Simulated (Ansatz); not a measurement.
Ansatz (an electronic-structure program) input (MP2/aug-cc-pV(D+d)Z): A basis named .json is the Basis Set Exchange file of that set (core-valence sets with the plain set on hydrogen).

Ansatz 0.2 input:
```yaml
crystal:
  periodic: [false, false, false]
  atoms:
    - {symbol: Se, position_ang: [-0.00483803, -0.00060100, 0.68657595]}
    - {symbol: Cl, position_ang: [1.11237023, 1.27416554, -0.67765679]}
    - {symbol: Cl, position_ang: [-1.10269418, -1.27296353, -0.69549512]}
basis:
  gaussian:
    orbitals: aug-cc-pV_D+d_Z.json
magnetization: {spin_polarized: false}
correlation: {method: mp2, electrons: outside_noble_gas}
output: {forces: true}
```

Output:

```
Functional definition: HF
integrals: 0.07 GiB planned
1009 factors; integrals over basis functions are off by at most 4.7e-4 eV
mean field: 0.51 GiB planned
mean field evaluation 1: about -90308.7194 eV, gradient 1.7e1 eV
mean field evaluation 2: about -90308.7494 eV, gradient 1.7e1 eV
mean field evaluation 4: about -90309.7314 eV, gradient 1.5e0 eV
mean field evaluation 8: about -90309.7509 eV, gradient 2.9e-4 eV
mean field -90309.75090235 eV, -3318.8221315135 hartree, gradient 1.4e-6 eV, S^2 0.000000; 0 other end points of the search recorded, 0 dependent functions left out
24 core orbitals not correlated
reference -90309.75090235 eV, -3318.8221315135 hartree; 10, 10 occupied and 66, 66 virtual orbitals, 1009 factors
densities: 0.25 GiB planned
second order -11.42202872 eV of doubles, -0.00000000 eV of singles
the calculation of the forces begins
mean field evaluation 16: about -90309.7509 eV, gradient 1.4e-6 eV
Total energy: -90321.17293107 eV, -3319.2418833268 hartree
Atom 0 at    -0.004838    -0.000601     0.686576 Å, force    -0.001058    -0.000131     0.150124 eV/Å
Atom 1 at     1.112370     1.274166    -0.677657 Å, force     0.009142     0.009970    -0.074993 eV/Å
Atom 2 at    -1.102694    -1.272964    -0.695495 Å, force    -0.008084    -0.009839    -0.075131 eV/Å
Dipole moment:    -0.001654    -0.000205     0.234654 e Å
```
